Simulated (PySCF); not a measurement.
C3H5O, SMILES [CH]=C(C)O, doublet, PBE0/def2-SVP optimised geometry.

```
9

C     -0.95     0.69    -0.94
C     -0.16     0.19     0.00
C      0.35    -1.22     0.00
O      0.29     0.87     1.09
H     -1.45     1.62    -1.20
H     -0.02    -1.77    -0.88
H      1.45    -1.22     0.00
H      0.02    -1.74     0.92
H     -0.06     1.77     1.06
```

Density from unrestricted PBE0/def2-TZVP (PySCF 2.14.0) at that geometry.

Minimum of the electron density along straight lines between bonded atoms, close to the bond critical point (lines longer than 1.1 times the sum of covalent radii, or with two minima, are not listed):

| bond | length / Å | ρ at the minimum / e bohr⁻³ | ∇²ρ there / e bohr⁻⁵ | position (fraction from the first atom) |
|---|---|---|---|---|
| C1–C2 | 1.325 | 0.352 | (withheld) | 0.48 |
| C2–C3 | 1.494 | 0.265 | (withheld) | 0.52 |
| C2–O4 | 1.364 | 0.290 | -0.56 | 0.34 |
| C1–H5 | 1.088 | 0.274 | -0.94 | 0.65 |
| C3–H6 | 1.097 | 0.275 | -0.94 | 0.64 |
| C3–H7 | 1.102 | 0.271 | -0.91 | 0.64 |
| C3–H8 | 1.102 | 0.271 | -0.91 | 0.64 |
| O4–H9 | 0.964 | 0.361 | (withheld) | 0.81 |

Problem. Fill in the missing entries.

Solution. 
- C1–C2, ∇²ρ there / e bohr⁻⁵: -1.04
- C2–C3, ∇²ρ there / e bohr⁻⁵: -0.71
- O4–H9, ∇²ρ there / e bohr⁻⁵: -2.47
